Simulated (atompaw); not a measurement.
Before and after: PAW (atompaw) potential for C (Z = 6)

carbon (C), PAW, made with atompaw 4.2.0.5 (PBEsol, scalar-relativistic). Core [He], reference 2s2 2p2. Waves: 2s (bound): rc 1.00 bohr; 2s channel at 1.85 Ry: rc 3.00 bohr; 2p (bound): rc 3.00 bohr; 2p channel at 2.55 Ry: rc 3.00 bohr. Local part: bessel scheme, radius 2.10 bohr. Core correction: smooth core density matched at 1.90 bohr. Augmentation charge: sinc compensation charge, radius 2.40 bohr; PAW radius 3.00 bohr; waves and projectors: custom rrkj gramschmidtortho.

All-electron outer shells of the reference configuration (PBEsol, scalar-relativistic, ld1.x):

```tsv
shell	level (eV)	outermost node (bohr)	outermost maximum (bohr)
1s	-272.04	–	0.18
2s	-13.65	0.38	1.22
2p	-5.23	–	1.20
```

Change: wave 2p (bound): rc 3.00 bohr becomes 2p (bound): rc 1.72 bohr.

Cutoffs: the cutoffs (Ry, on a coarse ladder) from which the occupation-weighted sum of valence levels, in a spherical-Bessel basis at the reference potential, stays within 10 and 1 mRy of its value at 400 Ry; they do not see the model core or the augmentation charge, which bear on the density cutoff.

**Question.** What does the change do?

**Answer.** The potential gets neither clearly harder nor softer (30 Ry and 40 Ry → 30 Ry and 40 Ry); the s channel sets the loose cutoff, while the largest relative change is in p, which becomes harder; neither file shows a bound ghost.

```csv
quantity,base,changed
"cutoff, loose",30 Ry,30 Ry
"cutoff, tight",40 Ry,40 Ry
loose cutoff by channel (10 mRy a level),"s 25 Ry, p 6 Ry","s 25 Ry, p 18 Ry"
bound ghosts,none,none
s: phases at 3.00 bohr within 0.05 rad from the reference energy up to (Ry; the scan ends near 5),4.1,4.1
p: phases at 3.00 bohr within 0.05 rad from the reference energy up to (Ry; the scan ends near 5),4.7,to the end of the scan
lowest overlap eigenvalue by channel,"s 0.69, p 0.79","s 0.69, p 0.61"
```

 The cutoffs see the waves, projectors and local potential, not the compensation charge or the core.
